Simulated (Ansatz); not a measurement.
Basis-set extrapolation for CH6BFOSi (`OCB[SiH2]F`) (PBE0-D4/def2-TZVP geometry, frozen core, Ansatz). Multiplicity 1, RHF reference.

|  | def2-TZVPP | def2-QZVPP |
| --- | --- | --- |
| HF | -529.408366 | -529.429080 |
| MP2 correlation | -0.890270 | -0.961440 |
| CCSD(T) correlation | -0.963616 | not run |

Energies in hartree. Use E(X) = E(∞) + A·exp(−7.88·√X) for Hartree–Fock and E(X) = E(∞) + B·X^(−2.97) for correlation, with X = 3 and 4, and add CCSD(T) minus MP2 of the smaller set to the MP2 limit.

Q: What is the CCSD(T) energy at the basis-set limit?

A: HF limit: -529.429080 + (-0.020714) × 0.13774 = -529.43193. MP2 limit: -0.961440 + (-0.071170) × 0.74074 = -1.01416. Higher-order term: -0.963616 − (-0.890270) = -0.07335. Total: -530.51944 hartree, 4.01 eV below CCSD(T)/def2-TZVPP.
